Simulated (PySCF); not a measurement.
C6H7ClF2Si2, SMILES c1cc([SiH2]Cl)ccc1[SiH](F)F, singlet (GFN2-xTB optimised geometry):

```
18

Si    -0.112     0.635     0.000
F     -0.595     0.119    -1.436
F     -0.596     2.161     0.000
C     -1.011    -0.310     1.346
C     -1.332    -1.659     1.187
C     -1.990    -2.355     2.181
C     -2.349    -1.739     3.378
C     -2.026    -0.394     3.537
C     -1.368     0.307     2.545
Si    -3.217    -2.703     4.751
Cl    -1.809    -3.492     5.966
H      1.332     0.635     0.000
H     -1.069    -2.161     0.267
H     -2.231    -3.398     2.028
H     -2.294     0.112     4.454
H     -1.132     1.351     2.694
H     -3.992    -3.799     4.176
H     -4.051    -1.802     5.541
```

Computed with PBE0/def2-SVP (PySCF 2.14.0).

What are the frontier orbital energies and the dipole moment?

HOMO-2 -8.71 eV, HOMO-1 -8.04 eV, HOMO -7.93 eV, LUMO -1.55 eV, LUMO+1 -0.69 eV; dipole moment 1.22 D.

On the same geometry PySCF with PBE/def2-SVP gives HOMO-2 -7.29 eV, HOMO-1 -6.97 eV, HOMO -6.87 eV, LUMO -2.32 eV, LUMO+1 -1.58 eV; dipole moment 1.09 D.

Meta-Löwdin charges at PBE0/def2-SVP: Si1 1.26, F2 -0.47, F3 -0.47, C4 -0.25, C5 -0.09, C6 -0.09, C7 -0.21, C8 -0.09, C9 -0.09, Si10 0.67, Cl11 -0.27, H12 -0.13, H13 0.11, H14 0.11, H15 0.11, H16 0.11, H17 -0.10, H18 -0.10.
